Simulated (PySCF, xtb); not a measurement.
Br3Sb, SMILES [Br][Sb-]([Br])[Br], charge -1, multiplicity 2.

Harmonic wavenumbers (cm⁻¹) from xtb with GFN2-xTB at its own minimum, in rising order: 27, 43, 59, 138, 149, 203.

What does r2SCAN-D4/def2-SVPD run with PySCF give at its own minimum? (The exact figures need the calculation; the answer reports its results.)

28, 38, 66, 142, 164, 221. Paired by order, the mean absolute difference is 8 cm⁻¹ and the zero-point energies are 0.9 and 0.9 kcal/mol.
